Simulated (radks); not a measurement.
Values are calculated unless marked as measured or tabulated.
Neutral niobium, configuration [Kr] 4d4 5d1 (not the ground configuration). Level of theory: Dirac Kohn-Sham, PBE, spin-unpolarised, spherical densities, finite nucleus; open shells are shared between the two j in proportion to 2j + 1; Fermi nuclear charge, rms radius 4.324 fm (a radial shooting solver on a logarithmic mesh with Libxc functionals). Some entries of the table are withheld. Estimate them.

orbital,occ.,eigenvalue (eV),<r^2> (bohr^2)
1s1/2,2,-18802.97,0.001757
2s1/2,2,-2632.580,0.02938
2p1/2,2,-2416.242,0.02224
2p3/2,4,-2320.460,0.02361
3s1/2,2,-442.2247,0.2251
3p1/2,2,(1),0.2243
3p3/2,4,(2),0.2349
3d3/2,4,-201.4180,0.2241
3d5/2,6,-198.5304,0.2276
4s1/2,2,-61.9677,1.528
4p1/2,2,-39.5735,(3)
4p3/2,4,-37.4849,(4)
5s1/2,0,-6.6876,13.57
4d3/2,1.6,-6.6125,5.225
4d5/2,2.4,-6.4464,5.353
5p1/2,0,-3.2825,24.89
5p3/2,0,-3.1480,26.36
5d3/2,0.4,-0.7244,132.7
5d5/2,0.6,-0.7207,133.5

Answer. 
(1) 3p1/2 eigenvalue (eV): -360.7616
(2) 3p3/2 eigenvalue (eV): -345.2490
(3) 4p1/2 <r^2> (bohr^2): 1.892
(4) 4p3/2 <r^2> (bohr^2): 1.986
